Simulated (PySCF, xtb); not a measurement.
C3H9NSi2, SMILES [SiH2]([C@H](C#C)N)[SiH3].

GFN2-xTB (xtb) at its own geometry gives an orbital gap of 3.65 eV and a dipole moment of 1.72 D.

Geometry: B3LYP-D3(BJ)/def2-SVP. The structure was generated by enumeration; whether it is a known compound was not checked. One conformer was computed; it need not be the lowest.

Task: What does PBE/def2-TZVP in PySCF give? (Estimate from the structure and the level; the computed values follow.)

Result: gap 4.48 eV (levels -5.45 and -0.97 eV), dipole 0.97 D.
